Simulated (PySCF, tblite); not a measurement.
C₇H₁₆Si₂.
Cartesian coordinates in Å at the GFN2-xTB level; atoms count from 1:
```
atom  x, y, z in Å
C1    -2.7755   -0.4307    0.6080
C2    -2.5552    1.0186    0.1867
C3    -1.2996    0.9490   -0.6854
C4    -0.4625   -0.2287   -0.1360
C5     0.8683    0.2170    0.4524
Si6    2.0568   -1.1631    1.0777
C7     3.4300   -0.3398    0.0231
Si8    2.1971    0.9027   -0.7610
C9    -1.3593   -0.9088    0.9158
H10   -3.4458   -0.5264    1.4618
H11   -3.1935   -1.0000   -0.2239
H12   -2.3680    1.6317    1.0700
H13   -3.4086    1.4378   -0.3451
H14   -0.7344    1.8807   -0.6610
H15   -1.5791    0.7592   -1.7226
H16   -0.2626   -0.9351   -0.9475
H17    0.6532    0.9392    1.2454
H18    1.6946   -2.5054    0.6167
H19    2.2884   -1.1959    2.5243
H20    4.2116    0.1322    0.6125
H21    3.9317   -0.9996   -0.6789
H22    1.9038    0.6341   -2.1705
H23    2.5323    2.3208   -0.5993
H24   -1.0675   -0.5712    1.9123
H25   -1.2669   -1.9938    0.8908
```

Jobs on this species (25 atoms, 86 electrons) with PySCF (density fitting) and tblite. Hardware of each: Arm Neoverse N1, one thread, on a shared host. The host was shared with other jobs, so the times are rough.

```csv
level and settings,work,basis functions,SCF cycles,wall time
GFN2-xTB,L-BFGS relaxation,–,–,?
GFN2-xTB,Hessian by finite differences,–,–,2.5 s
PBE0/pcSseg-1,"shieldings, ring-centre shieldings, charges and field gradients, density and orbital grids written",247,13,2.2 min
```

Q: Fill in the missing figures.

A: 
- GFN2-xTB; L-BFGS relaxation: 1.4 s

Q: What do all jobs in the table cost together?

A: About 2.3 min; the longest takes about 97 % of that, and about 94 times as long as the shortest.
